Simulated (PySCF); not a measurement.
Compound: CH9GeNSi.
SMILES: `C[N]([SiH3])[GeH3]`

Jobs on this species (13 atoms, 68 electrons) with PySCF (density fitting). Hardware of each: one thread of an Arm Neoverse V1, on a shared host. The host was shared with other jobs, so the times are rough. Peak memory is the resident size of the whole Python process, interpreter and libraries included.

```json
{"level and settings": "delta-SCF UKS SCAN, def2-TZVP on the ionised atom, pcseg-1 elsewhere, spin-free X2C", "work": "ΔSCF core ionisation, 4 holes", "basis functions": "137", "SCF cycles": "?", "wall time": "?", "peak memory": "?"}
{"level and settings": "PBE0-D3(BJ)/def2-SVP, grid level 1", "work": "geometry optimisation from a GFN2-xTB start shaken at random", "basis functions": "123", "SCF cycles": "?", "wall time": "?", "peak memory": "?"}
{"level and settings": "delta-SCF UKS PBE0, pcX-2 on the ionised atom, pcseg-1 elsewhere, spin-free X2C", "work": "ΔSCF core ionisation, 4 holes", "basis functions": "160", "SCF cycles": "51", "wall time": "33 s", "peak memory": "0.63 GiB"}
{"level and settings": "delta-SCF UKS B3LYP, pcX-2 on the ionised atom, pcseg-1 elsewhere, spin-free X2C", "work": "ΔSCF core ionisation, 4 holes", "basis functions": "160", "SCF cycles": "52", "wall time": "34 s", "peak memory": "0.70 GiB"}
{"level and settings": "delta-SCF UKS HF, pcX-2 on the ionised atom, pcseg-1 elsewhere, spin-free X2C", "work": "ΔSCF core ionisation, 4 holes", "basis functions": "160", "SCF cycles": "52", "wall time": "21 s", "peak memory": "0.57 GiB"}
{"level and settings": "delta-SCF UKS SCAN, pcX-2 on the ionised atom, pcseg-1 elsewhere, spin-free X2C", "work": "ΔSCF core ionisation, 4 holes", "basis functions": "160", "SCF cycles": "57", "wall time": "26 s", "peak memory": "0.58 GiB"}
{"level and settings": "delta-SCF UKS SCAN, pcX-1 on the ionised atom, pcseg-1 elsewhere, spin-free X2C", "work": "ΔSCF core ionisation, 4 holes", "basis functions": "140", "SCF cycles": "58", "wall time": "22 s", "peak memory": "0.50 GiB"}
{"level and settings": "delta-SCF UKS SCAN, pcX-2 on the ionised atom, pcseg-1 elsewhere, non-relativistic", "work": "ΔSCF core ionisation, 4 holes", "basis functions": "160", "SCF cycles": "56", "wall time": "25 s", "peak memory": "0.52 GiB"}
{"level and settings": "delta-SCF UKS PBE, pcX-2 on the ionised atom, pcseg-1 elsewhere, spin-free X2C", "work": "ΔSCF core ionisation, 4 holes", "basis functions": "160", "SCF cycles": "55", "wall time": "16 s", "peak memory": "0.61 GiB"}
```

Task: Fill in the missing figures.

Result: 
- delta-SCF UKS SCAN, def2-TZVP on the ionised atom, pcseg-1 elsewhere, spin-free X2C; ΔSCF core ionisation, 4 holes: 25 s, 0.50 GiB, 57 SCF cycles
- PBE0-D3(BJ)/def2-SVP, grid level 1; geometry optimisation from a GFN2-xTB start shaken at random: 59 s, 0.51 GiB, 57 SCF cycles

Task: What do all jobs in the table cost together?

Result: About 4.3 min; the longest takes about 23 % of that, and about 3.7 times as long as the shortest.
